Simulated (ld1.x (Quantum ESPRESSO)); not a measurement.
Ranking TM potentials for silicon (Si)

All share these settings but for the change named:

ld1.x (Quantum ESPRESSO) 7.5 input, shortened:

```
&input
   title='Si', zed=14., rel=1, dft='PBESOL', iswitch=3,
   config='[Ne] 3s2 3p2'
 /
 &inputp
   pseudotype=2, tm=.true., lloc=1,
   nlcc=.false.
 /
2
3S  1  0   2.00   0.00  1.25  1.25  0.0
3P  2  1   2.00   0.00  2.40  2.40  0.0
 &test
   configts(1)='3s2 3p2'
 /
```

Cutoff: the first of the cutoffs (Ry, on a coarse ladder) from which the occupation-weighted sum of valence levels, in a spherical-Bessel basis at the reference potential, stays within 10 and 1 mRy of its value at 400 Ry; the density cutoff is not measured.

The base gives 50 Ry.

Of 8 variants that were run, those that failed, showed a ghost or another fault, or gave nearly equal values are left out.

Q: Rank these variants from softest to hardest (loose cutoff).
A. all radii scaled by about 1.14 (s 1.42, p 2.74 bohr)
B. all radii scaled by about 1.29 (s 1.62, p 3.10 bohr)
C. all radii scaled by about 1.07 (s 1.34, p 2.58 bohr)

A: B (15 Ry), A (30 Ry), C (40 Ry).
